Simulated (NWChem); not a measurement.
System: CH₄Cd; SMILES [CH3][CdH]

Program: NWChem. The geometry was optimised at PBE0/def2-SVP. def2 effective core potentials on Cd; no spin-orbit coupling. B3LYP is NWChem's, with the RPA form of VWN correlation. Vertical excitations in the gas phase; the lowest state need not have the same character in each row.

Problem. Among these, which level gives the highest value of “lowest excitation, singlet (eV)”?
A. BHandHLYP/def2-SVPD, full TDDFT
B. LDA (Slater exchange, VWN5)/def2-SVPD, full TDDFT
C. PBE/def2-SVPD, full TDDFT
D. B3LYP/def2-SVPD, full TDDFT

Solution. A, BHandHLYP/def2-SVPD, full TDDFT. Values: PBE/def2-SVPD, full TDDFT 5.22; LDA (Slater exchange, VWN5)/def2-SVPD, full TDDFT 5.22; B3LYP/def2-SVPD, full TDDFT 5.39; BHandHLYP/def2-SVPD, full TDDFT 5.75
